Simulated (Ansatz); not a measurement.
A set of 12 reactions (stannylene extrusion), with CCSD(T)/CBS values in kJ/mol:

| reaction | ΔE |
| --- | --- |
| `[NH2][Sn]([F])([F])[F]` → F₂ + `[NH2][Sn][F]` | 609.7 |
| `[F][SnH]([Cl])[Br]` → `[Cl][Sn][Br]` + H–F | 9.4 |
| `[CH3][SnH]([OH])[SH]` → H₂O + `[CH3][Sn][SH]` | 49.6 |
| `[F][SnH]([Cl])[Cl]` → `[Cl][Sn][Cl]` + H–F | 8.2 |
| `[CH3][SnH]([OH])[Br]` → HBr + `[CH3][Sn][OH]` | 141.1 |
| `[CH3][SnH]([OH])[SH]` → `[CH3][Sn][OH]` + H₂S | 93.0 |
| `[CH3][SnH]([OH])[Br]` → `[CH3][Sn][Br]` + H₂O | 51.0 |
| `[CH3][SnH]([OH])[Br]` → CH₄ + `[OH][Sn][Br]` | -43.4 |
| `[CH3][SnH2][Cl]` → `[CH3][Sn][Cl]` + H₂ | 39.6 |
| `[CH3][SnH]([OH])[SH]` → CH₄ + `[OH][Sn][SH]` | -41.6 |
| `[F][SnH]([Cl])[Br]` → `[F][Sn][Br]` + HCl | 40.2 |
| `[F][SnH]([Cl])[Br]` → `[F][Sn][Cl]` + HBr | 53.8 |

Gas-phase electronic energies from Ansatz, PBE0-D4/def2-TZVP geometries. CCSD(T)/CBS is the MP2 limit (def2-TZVPP, def2-QZVPP) plus CCSD(T) − MP2 in def2-TZVPP, frozen cores. This one scheme is used for every species. DFT in def2-TZVPP. HSE06 is defined as in plane-wave codes. Elements past krypton have def2 core potentials. For Br, Sn outer-core shells are correlated without core-valence functions, which leaves a few kJ/mol of doubt a bond. Scalar relativity is left out up to krypton. Each species was taken in one conformer, which may not be the lowest.

Question: Give the mean, mean absolute and largest difference (level minus CCSD(T)/CBS, kJ/mol) for: LDA (SPW92), PBE-D4, r2SCAN-D4, B97M-V, PBE0-D4, HSE06-D4, revPBE, BLYP, r2SCAN, PBE0, r2SCAN0, LC-ωPBE, HF/def2-QZVPP, HF/CBS(def2). (Best estimate.)

Answer: Ansatz gave: 
```
        level   mean  mean absolute  largest
  LDA (SPW92)    2.5            8.4    -35.4
       PBE-D4  -22.1           22.1    -63.7
    r2SCAN-D4   -2.8            5.1    -21.4
       B97M-V    6.3           10.6     20.9
      PBE0-D4   -5.0            5.6    -27.6
     HSE06-D4   -5.6            6.1    -28.3
       revPBE  -40.7           40.7    -83.0
         BLYP  -53.8           53.8    -89.8
       r2SCAN   -4.4            6.0    -22.5
         PBE0   -9.8           10.1    -31.4
      r2SCAN0    2.5            3.8      8.0
      LC-ωPBE   15.8           15.8     26.9
HF/def2-QZVPP    1.8           10.8     41.6
 HF/CBS(def2)    2.0           11.0     43.0
```

The largest T1 diagnostic in the set is 0.017, for `[NH2][Sn][F]` (customary mark 0.02).

CCSD(T)/CBS is a level of theory with its own doubt, and the functionals carry their triple-zeta basis error, so these figures describe this set and don't rank the functionals.
